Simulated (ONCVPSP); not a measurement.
## u(r) = r·R(r): atom against pseudo-atom (Se (Z = 34))

Columns: radius, all-electron u(r) and pseudo u(r) of the 3p shell (level -155.42 eV) of selenium in the configuration [Ne] 3s2 3p6 3d10 4s2 4p3.75; PBE, scalar-relativistic, ONCV scheme, ONCVPSP 4.0.1.

```json
{"r (bohr)": "0.055", "all-electron": "-0.5255", "pseudo": "0.0457"}
{"r (bohr)": "0.110", "all-electron": "-0.7510", "pseudo": "0.1749"}
{"r (bohr)": "0.165", "all-electron": "-0.4578", "pseudo": "0.3692"}
{"r (bohr)": "0.220", "all-electron": "0.0544", "pseudo": "0.6012"}
{"r (bohr)": "0.275", "all-electron": "0.5606", "pseudo": "0.8398"}
{"r (bohr)": "0.330", "all-electron": "0.9590", "pseudo": "1.0560"}
{"r (bohr)": "0.385", "all-electron": "1.2237", "pseudo": "1.2271"}
{"r (bohr)": "0.440", "all-electron": "1.3661", "pseudo": "1.3394"}
{"r (bohr)": "0.495", "all-electron": "1.4117", "pseudo": "1.3885"}
{"r (bohr)": "0.550", "all-electron": "1.3879", "pseudo": "1.3794"}
{"r (bohr)": "0.605", "all-electron": "1.3187", "pseudo": "1.3229"}
{"r (bohr)": "0.660", "all-electron": "1.2222", "pseudo": "1.2327"}
{"r (bohr)": "0.715", "all-electron": "1.1120", "pseudo": "1.1228"}
{"r (bohr)": "0.770", "all-electron": "0.9974", "pseudo": "1.0052"}
{"r (bohr)": "0.825", "all-electron": "0.8847", "pseudo": "0.8889"}
{"r (bohr)": "0.880", "all-electron": "0.7777", "pseudo": "0.7792"}
{"r (bohr)": "0.935", "all-electron": "0.6787", "pseudo": "0.6789"}
{"r (bohr)": "0.990", "all-electron": "0.5887", "pseudo": "0.5886"}
{"r (bohr)": "1.045", "all-electron": "0.5082", "pseudo": "0.5081"}
{"r (bohr)": "1.100", "all-electron": "0.4368", "pseudo": "0.4367"}
{"r (bohr)": "1.155", "all-electron": "0.3741", "pseudo": "0.3741"}
{"r (bohr)": "1.210", "all-electron": "0.3195", "pseudo": "0.3194"}
{"r (bohr)": "1.265", "all-electron": "0.2722", "pseudo": "0.2722"}
{"r (bohr)": "1.320", "all-electron": "0.2314", "pseudo": "0.2314"}
{"r (bohr)": "1.375", "all-electron": "0.1963", "pseudo": "0.1963"}
{"r (bohr)": "1.430", "all-electron": "0.1663", "pseudo": "0.1662"}
```

(1) How many radial nodes do the two functions have?

(2) At about which radius was the pseudo-wave matched?

(3) Is the pseudo-wave norm-conserving?

Results:

(1) The all-electron 3p function has n − l − 1 = 1; the pseudo-wave has 0, since the states of the same l below it are removed with the core.

(2) 1.05 bohr. The columns agree to 0.0005 from 0.94 bohr on; several derivatives are matched, so the curves merge somewhat inside the radius.

(3) Yes: the ONCV scheme keeps the norm inside the radius equal to the all-electron one, which fixes the energy derivative of the logarithmic derivative at the level.
